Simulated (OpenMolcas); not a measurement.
**Ga+: effect of correlating more closed shells**

```json
{
  "Program": "OpenMolcas 26.06",
  "Basis": "ANO-RCC-VTZP [6s5p3d1f]",
  "Scalar Hamiltonian": "DKH2, point nucleus",
  "Active space": "2 electrons in 4 orbitals (4s 4p)",
  "State averaging": "2S+1 = 3 even, 3 roots; 2S+1 = 1 even, 7 roots; 2S+1 = 3 odd, 3 roots; 2S+1 = 1 odd, 3 roots",
  "Spin-orbit coupling": "state interaction with AMFI integrals over the reference wave functions, term energies averaged over their components"
}
```

Methods on the same reference wave functions:
A. CASSCF
B. MS-CASPT2, IPEA 0.25 Eh, imaginary shift 0.1 Eh (closed shells correlated: none)
C. MS-CASPT2, IPEA 0.25 Eh, imaginary shift 0.1 Eh (closed shells correlated: 3d)
D. MS-CASPT2, IPEA 0.25 Eh, imaginary shift 0.1 Eh (closed shells correlated: 3s 3p 3d)

Energies in cm⁻¹ above 4s² ¹S₀, the measured ground level; measured values from NIST Handbook of Basic Atomic Spectroscopic Data.

```tsv
Level	A	B	C	D	Measured
4s² ¹S₀	0.0	0.0	0.0	0.0	0.0
4s 4p ³P°₀	43058	43643	45789	45911	47368
4s 4p ³P°₁	43431	44015	46160	46282	47814
4s 4p ³P°₂	44191	44776	46922	47044	48750
4s 4p ¹P°₁	74071	71188	71700	71608	70701
4p² ³P₀	109972	110480	113733	114263	
4p² ³P₁	110370	110889	114143	114674	
4p² ³P₂	111066	111513	114774	115301	
4p² ¹D₂	119409	114161	117588	118019	107721
4p² ¹S₀	138219	132529	135132	135424
```

Deviations, from unrounded energies. A percentage is the sum of absolute deviations over the sum of measured energies, with the sign that they share, or ± where signs differ.

| Against measurement | Levels | A | B | C | D |
| --- | --- | --- | --- | --- | --- |
| mean absolute deviation (cm-1) | 5 | 5700 | 3700 | 3200 | 3200 |
| other configurations (%) | 5 | ±8.8 | ±5.7 | ±4.9 | ±4.9 |

C, D lie about equally close to measurement and A furthest from it. The largest miss of D in the table is 4p² ¹D₂, by +10000 cm-1. The ranking rests on the paired levels alone, and a cruder setting can come out closer through cancelling errors.

Among B to D the level of the table that moves most is 4p² ¹D₂, by 3900 cm-1 (lowest in B, highest in D).

The lowest spin-free term lies below A's lowest term by 0.007 hartree in B, 0.402 hartree in C, 0.619 hartree in D.

What an inner shell adds also hangs on whether the basis holds functions to correlate it.

The ¹D term of p² mixes with s d, which this space lacks. Without dynamic correlation excited terms often stand tens of per cent too high (terms of higher spin than the ground term too low), and those without a measured partner can miss by more than the paired ones (holds for A). Computed and measured levels are paired by configuration, term and J; levels that our copy of the source lacks, or whose pairing is in doubt (as where it misses far off the trend of its configuration), stay unpaired and out of the deviations. Only configurations of the active space appear.

° marks odd parity.
